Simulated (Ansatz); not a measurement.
Isolated molecules relaxed with PBE0-D4/def2-TZVP in Ansatz; ΔE leaves out vibrations. CBS: MP2 limit from def2 TZ/QZ plus the TZ coupled-cluster correction, frozen cores. This one scheme is used for every species. DFT in def2-TZVPP. One conformer a species, not always the lowest.

Consider the formal exchange of groups at the Al–O bond: `[SiH3][O][Al]([Cl])[Cl]` + `C#N` → `N#[C][Al]([Cl])[Cl]` + `O[SiH3]`.

```
        level  ΔE (kJ/mol)
   r2SCAN0-D4        100.2
 CAM-B3LYP-D4        104.3
          PBE         86.0
       r2SCAN         96.8
      r2SCANh         97.9
        BHLYP        103.8
 MP2/def2-SVP        103.9
HF/def2-QZVPP        110.2
```

(1) What does CCSD(T)/CBS give? (Estimate.)

Largest T1 diagnostic among the species: 0.014.

## Answers

(1) Ansatz gave: +99.0 kJ/mol. The listed levels differ from it by 1.2, 5.3, -13.0, -2.2, -1.1, 4.8, 4.9, 11.2 kJ/mol.

The D4 term adds +3.4 kJ/mol with B3LYP and +2.1 kJ/mol with PBE0; it sums over pairs of atoms, weighted by their polarisabilities, and B3LYP, whose exchange is more repulsive, gets the larger term. From BLYP to BHLYP (50 % exact exchange), in def2-TZVPP and without D4, ΔE moves by +10.7 kJ/mol.

B3LYP here is the variant with VWN-RPA as its local correlation; programs differ in this.
